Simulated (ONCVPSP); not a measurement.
cobalt, ONCV: configuration errors across variants

```json
{"Element": "cobalt", "Generator": "ONCVPSP 4.0.1", "Type": "optimised norm-conserving Vanderbilt (ONCV)", "Functional": "PBE", "Relativity": "scalar-relativistic", "Frozen core": "[Ne]", "Valence charge": "17", "Reference configuration": "3s2 3p6 3d7 (charge +2)", "Partial waves": "3s: rc 1.30 bohr, ncon 5, nbas 8, qcut 9.4 1/bohr, 2 projectors, debl 2.6 Ha; 3p: rc 0.75 bohr, ncon 4, nbas 7, qcut 11.3 1/bohr, 2 projectors, debl 2.9 Ha; 3d: rc 1.60 bohr, ncon 4, nbas 9, qcut 9.5 1/bohr, 3 projectors, debl 3.2 Ha", "Local potential": "polynomial inside 0.60 bohr (lpopt 2, dvloc0 4 Ha)", "Core correction": "Teter function, fcfact 2.75, rcfact 1"}
```

In the s channel the program set the typed energies aside and used -4.464, 0.250 Ha. In the p channel the program set the typed energies aside and used -3.114, 0.250 Ha.

All-electron excitation energies from the reference (eV): (1) 3s2 3p6 3d7 4s2 -25.816; (2) 3s2 3p6 3d7 4s1 -16.786; (3) 3s2 3p6 3d6 35.870; (4) 3s2 3p6 3d7 4s1 4p1 -21.465.

1 further variants failed, have other tests or another functional or relativity, and are left out.

A true bound ghost makes a file unfit for plane-wave use even where its test errors are small: the radial tests pick states by their node count and pass the ghost by.

Errors AE − PS in meV (a dash: test not solved or not reliable):

| change | (1) | (2) | (3) | (4) | bound ghosts | GHOST(+) flags above zero |
| --- | --- | --- | --- | --- | --- | --- |
| base | +11 | +4.1 | +101 | +6.9 | none | none |
| core correction Teter function, fcfact 4, rcfact 1.55 | +11 | +4.0 | +102 | +6.9 | none | none |
| s: rc 1.9 | +14 | +6.1 | +102 | +8.7 | none | none |
| s: ncon 3, nbas 6 | +11 | +4.1 | +102 | +6.9 | none | none |

Question: Give the same row for: all radii but the core radius scaled by about 0.76 (s 0.98, p 0.58, d 1.22 bohr); local potential polynomial inside 0.46 bohr (lpopt 2, dvloc0 4 Ha).

Answer: +7.4, +3.0, +34, +4.4; bound ghosts: p; GHOST(+) flags above zero: s, d.
